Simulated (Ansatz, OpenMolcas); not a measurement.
# Worked example: the enthalpy of formation of CH2Br2 (dibromomethane)

The species is CH2Br2 (5 atoms), meant as a singlet with charge 0. As SMILES, `BrCBr`. Geometry: relaxed at PBE0-D4/def2-TZVP.

```xyz
5

Br   -0.5824   -0.8733    1.5003
C    -0.1051    0.1241   -0.0720
Br    1.6135   -0.3441   -0.7943
H    -0.0758    1.1733    0.1980
H    -0.8502   -0.0799   -0.8321
```

Total energies at SVWN5/def2-SVPD (OpenMolcas 26.06); the atoms run unrestricted:

```
species    state   energy (Eh)
 CH2Br2  singlet  -5179.504310
     Br  doublet  -2570.237106
      C  triplet    -37.422791
      H  doublet     -0.477468
```

Harmonic wavenumbers at PBE0-D4/def2-TZVP, in cm⁻¹: 172, 600, 670, 820, 1123, 1219, 1434, 3147, 3234.

Measured heats of formation of the gaseous atoms at 298.15 K, in kJ/mol: Br 111.9, C 716.9, H 218.0. Spin-orbit lowering of the atoms at 298 K (mean of the ground term's levels less their thermal mean, from spectra), in kJ/mol: Br 14.69, C 0.02. Take 1 Eh = 2625.50 kJ/mol, 1 cm⁻¹ = 0.0119627 kJ/mol, RT = 2.479 kJ/mol.

Problem. What heat of formation follows?

Solution. 
1. Electronic atomisation energy: 2 × (-2570.237106) + (-37.422791) + 2 × (-0.477468) − (-5179.504310) = 0.652371 Eh = 1712.8 kJ/mol.
2. Zero-point energy: half the sum of the wavenumbers, 6209.5 cm⁻¹ = 74.3 kJ/mol.
3. Thermal vibrational enthalpy, Σ hcν̃/(exp(hcν̃/kT) − 1): 2.6 kJ/mol. Translation, rotation and pV of a non-linear molecule: 4 RT = 9.9 kJ/mol.
4. The 5 free atoms carry 5/2 RT each: 31.0 kJ/mol.
5. Spin-orbit coupling lowers the free atoms by 2 × 14.69 + 0.02 = 29.4 kJ/mol.
6. Atomisation enthalpy at 298 K: 1712.8 − 29.4 − 74.3 − 2.6 − 9.9 + 31.0 = 1627.6 kJ/mol.
7. Sum of the atoms' heats of formation: 1376.7 kJ/mol. Heat of formation: 1376.7 − 1627.6 = -250.9 kJ/mol.

The tabulated value is +3.1 kJ/mol (Active Thermochemical Tables), so this level is off by -254.0 kJ/mol, or 18.5 % of the atomisation enthalpy. The LDA overbinds, which puts heats of formation too low. Relativity is left out. Anharmonicity and any spin-orbit splitting of the molecule are left out.
